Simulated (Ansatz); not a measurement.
Isolated molecules relaxed with PBE0-D4/def2-TZVP in Ansatz; ΔE leaves out vibrations. CBS: MP2 limit from def2 TZ/QZ plus the TZ coupled-cluster correction, frozen cores. This one scheme is used for every species. DFT in def2-TZVPP. HSE06 is defined as in plane-wave codes. For Se outer-core shells are correlated without core-valence functions, which leaves a few kJ/mol of doubt a bond. Scalar relativity is left out up to krypton. One conformer a species, not always the lowest.

`C[Se]BF` + H₂ → `C[SeH]` + `BF`  (hydrogenolysis of the Se–B bond)

(1) Is it downhill or uphill in electronic energy at CCSD(T)/CBS, and by how much? (Estimate.)

(2) What do these levels give: PBE-D4, PBE0-D4, r2SCAN0-D4, HSE06-D4, CAM-B3LYP-D4, ωB97M-V, PBE-QIDH, PBE0, MP2/def2-SVP, HF/def2-TZVPP, MP2/def2-QZVPP, MP2/CBS(def2)? (Best estimate.)

Largest T1 diagnostic among the species: 0.013.

Results:

(1) Computed: Uphill: ΔE = +59.8 kJ/mol.

(2) Computed: PBE-D4 70.0, PBE0-D4 62.5, r2SCAN0-D4 62.4, HSE06-D4 62.6, CAM-B3LYP-D4 50.6, ωB97M-V 55.9, PBE-QIDH 59.0, PBE0 58.4, MP2/def2-SVP 56.9, HF/def2-TZVPP 24.5, MP2/def2-QZVPP 65.5, MP2/CBS(def2) 67.0 kJ/mol.

From r2SCAN to r2SCAN0 (25 % exact exchange), in def2-TZVPP and without D4, ΔE moves by −6.4 kJ/mol. At CCSD(T), def2-SVP lies −9.9 kJ/mol from the extrapolated value and def2-TZVPP −2.8 kJ/mol. In def2-TZVPP, CCSD(T) changes the Hartree–Fock value by +32.5 kJ/mol (the triples alone add +7.0 kJ/mol) and MP2 by +39.7 kJ/mol.
